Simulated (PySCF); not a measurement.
ClTl, triplet, at a GFN2-xTB geometry (such geometries of metal compounds can be far from the true shape) (a higher spin typed on purpose: for a closed-shell molecule this is an excited state) (core potentials on Tl); SCAN/def2-SVP run with PySCF.

Here is a job for PySCF.
```python
from pyscf import gto, scf, dft

mol = gto.M(
    atom='''
Tl   -0.00000000   -0.00000000   -0.52953298
Cl    0.00000000    0.00000000    2.52306893
''',
    basis='def2-svp',
    ecp={'Tl': 'def2-svp'},
    spin=2,
    verbose=4,
)

mf = dft.UKS(mol)
mf.xc = 'scan'
mf.kernel()
```

What the program printed (banner, timings and long lists left out):

```
PySCF version 2.14.0

[INPUT] verbose = 4
[INPUT] num. atoms = 2
[INPUT] num. electrons = 38
[INPUT] charge = 0
[INPUT] spin (= nelec alpha-beta = 2S) = 2
[INPUT] symmetry False subgroup None
[INPUT] Mole.unit = angstrom
[INPUT] Symbol           X                Y                Z      unit          X                Y                Z       unit  Magmom
[INPUT]  1 Tl     0.000000000000   0.000000000000  -0.529532980000 AA    0.000000000000   0.000000000000  -1.000672306125 Bohr   0.0
[INPUT]  2 Cl     0.000000000000   0.000000000000   2.523068930000 AA    0.000000000000   0.000000000000   4.767909271099 Bohr   0.0

nuclear repulsion = 61.886963930531
number of shells = 18
number of NR pGTOs = 97
number of NR cGTOs = 44
basis = def2-svp
ecp = {'Tl': 'def2-svp'}

******** <class 'pyscf.dft.uks.UKS'> ********
method = UKS
initial guess = minao
damping factor = 0
level_shift factor = 0
DIIS = <class 'pyscf.scf.diis.CDIIS'>
diis_start_cycle = 1
diis_space = 8
diis_damp = 0
SCF conv_tol = 1e-09
SCF conv_tol_grad = None
SCF max_cycles = 50
direct_scf = True
direct_scf_tol = 1e-13
number electrons alpha = 20  beta = 18
XC library pyscf.dft.libxc version 7.1.2
    S. Lehtola, C. Steigemann, M. J. T. Oliveira, and M. A. L. Marques,  SoftwareX 7, 1–5 (2018)
XC functionals = scan
    J. Sun, A. Ruzsinszky, and J. P. Perdew,  Phys. Rev. Lett. 115, 036402 (2015)
    J. Sun, A. Ruzsinszky, and J. P. Perdew,  Phys. Rev. Lett. 115, 036402 (2015)
radial grids:
    Treutler-Ahlrichs [JCP 102, 346 (1995); DOI:10.1063/1.469408] (M4) radial grids

becke partition: Becke, JCP 88, 2547 (1988); DOI:10.1063/1.454033
pruning grids: <function nwchem_prune>
grids dens level: 3
symmetrized grids: False
atomic radii adjust function: <function treutler_atomic_radii_adjust>
small_rho_cutoff = 0
Set gradient conv threshold to 3.16228e-05
tot grids = 41808
init E= -610.894583504014

cycle= 1 E= -630.849522634403  delta_E=  -20  |g|=  1.6  |ddm|= 8.71
cycle= 2 E= -602.15521060949  delta_E= 28.7  |g|= 8.04  |ddm|= 9.98

cycle= 3 E= -631.424428737341  delta_E= -29.3  |g|= 1.25  |ddm|= 8.19

cycle= 4 E= -632.552909163078  delta_E= -1.13  |g|= 0.183  |ddm|= 2.79

cycle= 5 E= -632.572543951954  delta_E= -0.0196  |g|= 0.052  |ddm|= 0.317

cycle= 6 E= -632.573904572403  delta_E= -0.00136  |g|= 0.0167  |ddm|= 0.12

cycle= 7 E= -632.57409433701  delta_E= -0.00019  |g|= 0.00463  |ddm|= 0.0369

cycle= 8 E= -632.574118073074  delta_E= -2.37e-05  |g|= 0.00146  |ddm|= 0.0127

cycle= 9 E= -632.57412448535  delta_E= -6.41e-06  |g|= 0.000903  |ddm|= 0.00788

cycle= 10 E= -632.574129097573  delta_E= -4.61e-06  |g|= 0.000853  |ddm|= 0.00675

cycle= 11 E= -632.574138348302  delta_E= -9.25e-06  |g|= 0.000694  |ddm|= 0.0159

cycle= 12 E= -632.574146416786  delta_E= -8.07e-06  |g|= 0.000381  |ddm|= 0.0408

cycle= 13 E= -632.574146935453  delta_E= -5.19e-07  |g|= 0.000191  |ddm|= 0.0147

cycle= 14 E= -632.574147361352  delta_E= -4.26e-07  |g|= 0.00017  |ddm|= 0.00314

cycle= 15 E= -632.574148657042  delta_E= -1.3e-06  |g|= 9.02e-05  |ddm|= 0.0146

cycle= 16 E= -632.574148824222  delta_E= -1.67e-07  |g|= 3.26e-05  |ddm|= 0.00704

cycle= 17 E= -632.574148851219  delta_E= -2.7e-08  |g|= 1.78e-05  |ddm|= 0.0015

cycle= 18 E= -632.574148851181  delta_E= 3.85e-11  |g|= 7.91e-06  |ddm|= 0.0011

Extra cycle  E= -632.574148852049  delta_E= -8.69e-10  |g|= 7.42e-06  |ddm|= 0.000167
converged SCF energy = -632.574148852049  <S^2> = 2.0055946  2S+1 = 3.0037274
```
